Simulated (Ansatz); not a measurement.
Be₈O₈⁻ (started as a model of: (BeO)8 cage of four- and six-membered rings), relaxed as a doublet with UKS PBE0-D4/def2-SVP in Ansatz, starting from the PBE0-D4/def2-SVP geometry of the neutral singlet. Force threshold 0.03 eV/Å.

The highest occupied level of the relaxed charge -1 doublet lies above zero (up to 0.88 eV). Energy differences disagree on whether the electron is bound (positive means bound): -0.06 eV (each at its own geometry, against the charge 0 singlet, at PBE0-D4/def2-TZVP), but 0.16 eV at PBE-D4/def2-TZVP.

Start:

```xyz
16

Be   -1.2274    1.0708   -1.4778
O    -0.0136    2.0452   -1.3254
Be    0.7353    0.7147   -1.9456
O    -0.5188   -0.1134   -2.3786
Be   -0.8828   -0.9742   -1.1072
O    -1.8215    0.1666   -0.3439
Be   -1.2841    0.3436    1.0897
O     0.0657    1.2792    1.3503
Be    0.7214    1.5600   -0.0160
O     1.6675    0.3923   -0.7277
Be    1.4455   -0.9294    0.0334
O     0.0883   -1.8381   -0.2787
O    -0.9247   -0.8103    2.1043
Be    0.5099    0.0000    2.1393
O     1.4570   -1.1215    1.5997
Be   -0.0179   -1.7854    1.2840
```

(1) Estimate the energy that the relaxation releases and the steps that it takes.

(2) Does the start keep its bonding?

(3) Predict the relaxed structure.

Results:

(1) 22.6 kJ/mol, in 17 steps; 2.8 min on 4 threads of Arm Neoverse V1 on a shared host. The force fell under the threshold at step 4, but the optimiser went on and released 0.166 eV more. No frequencies were taken in this run, so the end may be a saddle point.

(2) By distances, no bond broke or formed. The bond that changes most is Be1–O4, from 1.65 to 1.86 Å (atoms count from 1).

(3) 
Cartesian coordinates in Å:
```
Be -1.432 1.201 -1.643
O 0.007 2.037 -1.314
Be 0.676 0.715 -1.911
O -0.458 -0.175 -2.418
Be -0.836 -0.916 -1.114
O -1.736 0.155 -0.332
Be -1.247 0.354 1.078
O 0.100 1.291 1.410
Be 0.671 1.537 -0.015
O 1.667 0.372 -0.694
Be 1.430 -0.945 0.037
O 0.100 -1.875 -0.265
O -0.909 -0.809 2.135
Be 0.529 -0.011 2.142
O 1.467 -1.152 1.622
Be -0.028 -1.779 1.281
```
Bond lengths (bridged metal pairs left out): 24 × Be–O 1.51 to 1.86 Å.
